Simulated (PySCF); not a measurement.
Cl3Sb, charge -1, multiplicity 2. Atoms are numbered in the order given.

```xyz
4

Sb     0.0000     0.0000    -0.3642
Cl     0.0000     0.0000     2.0822
Cl     0.0000    -2.6261    -0.4947
Cl     0.0000     2.6261    -0.4947
```
Charge -1, spin multiplicity 2.

Coordinates come from a r2SCAN-D4/def2-SVPD optimisation. The spin state was assumed, not searched. The isomer is the one that the SMILES or the coordinates give; other isomers of the formula were not compared. The def2 effective core potentials stand for the cores of Sb; spin–orbit coupling is left out.

The numbers are results of IEF-PCM-PBE0/def2-SVPD (PySCF 2.14.0), not measurements.

The values are the electrostatic part of the solvation free energy, E(continuum) − E(gas) at the gas-phase geometry, in a cavity of scaled van der Waals radii (PySCF's table); cavitation and dispersion terms are not included. A continuum can't describe solvent molecules that bind to the metal.

```tsv
solvent	ε	ΔG(elec) (kcal/mol)
water	78.36	-48.6
tetrahydrofuran	7.43	-42.2
ethanol	24.85	[?]
```

### Question
Some entries are withheld; supply them. (An estimate is asked for; the answer gives what the named calculation found.)

### Answer

- ethanol, ΔG(elec) (kcal/mol): -47.1
